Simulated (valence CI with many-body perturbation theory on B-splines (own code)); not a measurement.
Results of a calculation; reference values are marked as such.
**Hyperfine factors and g values of I²¹⁺**

Method: valence CI with perturbative core correlation (CI+MBPT): four valence electrons over a frozen Dirac-Fock core [Ar] 3d10, radial functions for each j: 11 s, 11 p, 10 d, 8 f, 5 g, 2 h, with the one-electron correlation potential Σ1, the two-electron term Σ2, the three-electron term Σ3, Breit, model QED; selected CI, second order for the rest, scaled by the run's own slope (own B-spline code, finite nucleus).

No measured spectrum was set against this ion. As an estimate, levels hold to about 250 cm⁻¹ or 0.2 % of their energy and the worst to 1 %, as in measured heavy ions of charge 2 to 7; those with d or f electrons hold less well. Among the levels kept, up to 460 cm⁻¹ of a level comes from second order outside the variational space, and about a tenth of that is noise between levels of different J, which matters for small intervals.

A/g_I is the dipole constant over the nuclear g factor μ/I (μ in nuclear magnetons, uniformly magnetised nucleus), B/Q the quadrupole constant per barn. Both hold the static response of the core; the bare values leave it out. Large factors of s and p1/2 electrons are usually good to 5 to 10 %; those of open d and f shells near neutrality can be off by tens of per cent, and small factors of p3/2, d and f electrons come from cancelling terms and can be off by a factor of two or in sign, in half-filled shells by more. B is blank for J = 1/2, where it vanishes, and for nearly pure S terms. Energies count from the lowest level. Levels with J = 0 are left out.

Levels are named by their leading jj configuration (3d3/2^4 stands for four electrons in 3d with j = 3/2), which in mixed levels can hold well under half, so a name can repeat and another be missing. Letters in brackets count levels of one name in rising energy.

```csv
Level,E (cm⁻¹),g,A/g_I (MHz),A/g_I bare,B/Q (MHz/b),B/Q bare
(4s^2 4p1/2 4p3/2) J=1,100480,1.500,-4240,-4220,12800,12200
(4s^2 4p1/2 4p3/2) J=2,119520,1.229,30600,29100,14900,14100
(4s^2 4p3/2^2) J=2,234750,1.269,14600,13900,10600,10100
(4s 4p1/2^2 4p3/2) J=2,473910,1.798,76000,72400,10800,10200
(4s 4p1/2^2 4p3/2) J=1,544760,0.856,-42700,-40600,22200,21000
(4s 4p1/2 4p3/2^2) J=2 [a],579680,1.399,55000,52400,24300,23000
(4s 4p1/2 4p3/2^2) J=3,611080,1.332,68100,64900,-1730,-1610
(4s 4p1/2 4p3/2^2) J=1 [a],665090,1.284,66400,63200,-23700,-22500
(4s 4p1/2 4p3/2^2) J=2 [b],670590,1.164,11500,11000,-20000,-19000
(4s 4p1/2 4p3/2^2) J=1 [b],713580,1.524,20900,19900,3350,3170
(4s 4p3/2^3) J=2,755250,1.184,60900,58100,-14200,-13500
(4s^2 4p1/2 4d3/2) J=2,781410,0.826,30600,29300,8040,7600
(4s^2 4p1/2 4d5/2) J=3,820820,1.100,15800,15200,11100,10500
(4s 4p3/2^3) J=1,837570,1.261,-31900,-30400,-669,-614
(4s^2 4p1/2 4d5/2) J=2,843510,1.280,-3410,-3070,3700,3510
(4s^2 4p1/2 4d3/2) J=1,851540,0.887,-22700,-21500,1430,1360
(4s^2 4p3/2 4d5/2) J=4,909160,1.249,6700,6440,31000,29400
(4s^2 4p3/2 4d3/2) J=2,931380,1.037,6240,5950,-3480,-3310
(4s^2 4p3/2 4d3/2) J=3,948800,1.243,10900,10400,2630,2520
(4s^2 4p3/2 4d3/2) J=1,951400,1.214,6090,5960,-12500,-11800
(4s^2 4p3/2 4d5/2) J=2,966330,1.303,12200,11800,-17300,-16400
(4s^2 4p3/2 4d5/2) J=3,1011700,1.070,8420,8100,19300,18300
(4s^2 4p3/2 4d5/2) J=1,1027600,0.966,-3840,-3410,3890,3690
(4p1/2^2 4p3/2^2) J=2,1064500,1.354,16200,15600,638,609
(4s 4p1/2^2 4d3/2) J=1,1133700,0.280,-52600,-50000,1530,1440
(4s 4p1/2^2 4d3/2) J=2,1147100,1.151,30200,29000,6770,6410
(4p1/2 4p3/2^3) J=1,1173600,1.427,521,687,-10100,-9560
(4s 4p1/2^2 4d5/2) J=3,1174500,1.364,37500,35900,10600,10000
(4p1/2 4p3/2^3) J=2,1184900,1.137,32700,31200,-27400,-25900
(4s 4p1/2 4p3/2 4d3/2) J=2 [a],1223500,1.155,19900,19100,-12400,-11700
(4s 4p1/2 4p3/2 4d3/2) J=1 [a],1223900,1.346,34500,33000,-14300,-13600
(4s 4p1/2 4p3/2 4d3/2) J=3 [a],1228800,1.262,42100,40200,-10800,-10200
(4s 4p1/2 4p3/2 4d5/2) J=4 [a],1231400,1.367,31600,30200,19200,18100
(4s 4p1/2^2 4d5/2) J=2,1239700,0.964,1930,2000,-1270,-1160
```

Take the isotope of mass number 127, with I = 5/2, μ = 2.8087 μN and Q = -0.688 b. What is the hyperfine structure of (4s 4p1/2 4p3/2^2) J=3?

From the table A = 76500 MHz, B = 1190 MHz. Shifts from the centre of gravity in MHz: F = 1/2: -764000, F = 3/2: -650000, F = 5/2: -459000, F = 7/2: -192000, F = 9/2: 153000, F = 11/2: 574000.
